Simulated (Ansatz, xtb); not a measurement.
**Relative energy of two isomers of C5H4O3S**

We compare X, `O=C(O)c1coc(S)c1`, a singlet, with Y, `COC(=O)C(=C=S)C=O`, a singlet. Both are isolated molecules in the gas phase, relaxed with B3LYP/def2-SVP; the shapes shown needn't be the lowest conformers.

X (Å):

```yaml
atoms:
  - { symbol: C, position_ang: [0.8322, -0.7031, 0.8377] }
  - { symbol: C, position_ang: [-0.3121, -0.2010, 0.0573] }
  - { symbol: C, position_ang: [-0.9273, -0.8978, -0.9486] }
  - { symbol: C, position_ang: [-1.9842, 1.0172, -0.7895] }
  - { symbol: C, position_ang: [-1.0047, 1.0581, 0.1640] }
  - { symbol: O, position_ang: [1.3586, -1.7810, 0.6859] }
  - { symbol: O, position_ang: [1.2452, 0.1871, 1.7664] }
  - { symbol: O, position_ang: [-1.9399, -0.1657, -1.4649] }
  - { symbol: S, position_ang: [-3.2541, 2.1148, -1.3281] }
  - { symbol: H, position_ang: [1.9951, -0.2253, 2.2279] }
  - { symbol: H, position_ang: [-0.7539, -1.8795, -1.3796] }
  - { symbol: H, position_ang: [-2.9366, 3.0806, -0.4383] }
  - { symbol: H, position_ang: [-0.7869, 1.8640, 0.8591] }
```

Y (Å):

| atom | x (Å) | y (Å) | z (Å) |
| --- | --- | --- | --- |
| C | 0.3192 | 0.2325 | 1.8839 |
| C | -0.1993 | -1.0754 | -0.0084 |
| C | 0.0556 | -1.2694 | -1.4602 |
| C | 0.8866 | -0.4805 | -2.1444 |
| C | -0.6566 | -2.3918 | -2.1452 |
| O | 0.4955 | -0.0384 | 0.4912 |
| O | -0.9430 | -1.7680 | 0.6445 |
| O | -0.5602 | -2.6818 | -3.3119 |
| S | 1.8292 | 0.3823 | -3.0109 |
| H | 0.9488 | 1.1030 | 2.1042 |
| H | 0.6326 | -0.6292 | 2.4924 |
| H | -0.7344 | 0.4562 | 2.1084 |
| H | -1.3091 | -2.9495 | -1.4316 |

Quicker runs give these differences E(Y) − E(X): GFN2-xTB +33.7 kcal/mol; HF/STO-3G +41.7 kcal/mol (at GFN2-xTB geometries); r2SCAN-D4/def2-SVP +19.5 kcal/mol (at GFN2-xTB geometries).

Estimate E(Y) − E(X) at the level CCSD(T)/def2-SVP + ΔMP2/def2-TZVPP.

Calculated at CCSD(T)/def2-SVP + ΔMP2/def2-TZVPP: E(Y) − E(X) = +22.5 kcal/mol, so structure X lies lower.

The same difference at several levels:

```json
{"level": "GFN2-xTB", "geometry": "GFN2-xTB", "E(Y) − E(X) (kcal/mol)": "+33.7", "departure from the last row (kcal/mol)": "+11.1", "job, with rough time for the two": "optimisation, 0.19 s"}
{"level": "HF/STO-3G", "geometry": "GFN2-xTB", "E(Y) − E(X) (kcal/mol)": "+41.7", "departure from the last row (kcal/mol)": "+19.2", "job, with rough time for the two": "single point, 0.56 s"}
{"level": "r2SCAN-D4/def2-SVP", "geometry": "GFN2-xTB", "E(Y) − E(X) (kcal/mol)": "+19.5", "departure from the last row (kcal/mol)": "−3.0", "job, with rough time for the two": "single point, 5.3 s"}
{"level": "B3LYP/def2-SVP", "geometry": "B3LYP/def2-SVP", "E(Y) − E(X) (kcal/mol)": "+18.2", "departure from the last row (kcal/mol)": "−4.3", "job, with rough time for the two": "optimisation, 47 s"}
{"level": "HF/def2-SVP", "geometry": "B3LYP/def2-SVP", "E(Y) − E(X) (kcal/mol)": "+20.0", "departure from the last row (kcal/mol)": "−2.6", "job, with rough time for the two": "part of the CCSD(T) run"}
{"level": "MP2/def2-SVP", "geometry": "B3LYP/def2-SVP", "E(Y) − E(X) (kcal/mol)": "+20.9", "departure from the last row (kcal/mol)": "−1.6", "job, with rough time for the two": "part of the CCSD(T) run"}
{"level": "CCSD(T)/def2-SVP", "geometry": "B3LYP/def2-SVP", "E(Y) − E(X) (kcal/mol)": "+18.9", "departure from the last row (kcal/mol)": "−3.7", "job, with rough time for the two": "single point"}
{"level": "CCSD(T)/def2-SVP + ΔMP2/def2-TZVPP", "geometry": "B3LYP/def2-SVP", "E(Y) − E(X) (kcal/mol)": "+22.5", "departure from the last row (kcal/mol)": "", "job, with rough time for the two": "single point, 2.5 min"}
```

As drawn, Y has 1 C–O, 1 C=O, 1 C–C, 1 C=C, 1 C=S, 2 C–H in place of 3 C∷C, 2 C∷O, 1 C–S, 1 O–H, 1 S–H (∷ is an aromatic bond). Structure X has a 5-membered ring (with an aromatic ring), Y no ring.

The levels shown agree on the order. The largest departure from CCSD(T)/def2-SVP + ΔMP2/def2-TZVPP is that of HF/STO-3G, 19.2 kcal/mol. The last row adds to CCSD(T) the change of the MP2 difference between the two basis sets, here +3.7 kcal/mol, a large step that makes the value less sure.

With thermal terms from frequencies at re-optimised GFN2-xTB minima (ideal gas, soft modes damped towards free rotors, one conformer each, 298.15 K, 1 atm): the zero-point term adds +0.1 kcal/mol; ΔH is +23.4 and ΔG +21.1 kcal/mol.

The correlated steps freeze 13 core orbitals. Programs: Ansatz 0.2.0, xtb 6.7.1; the last row on 4 threads of Arm Neoverse V1 on a shared host.
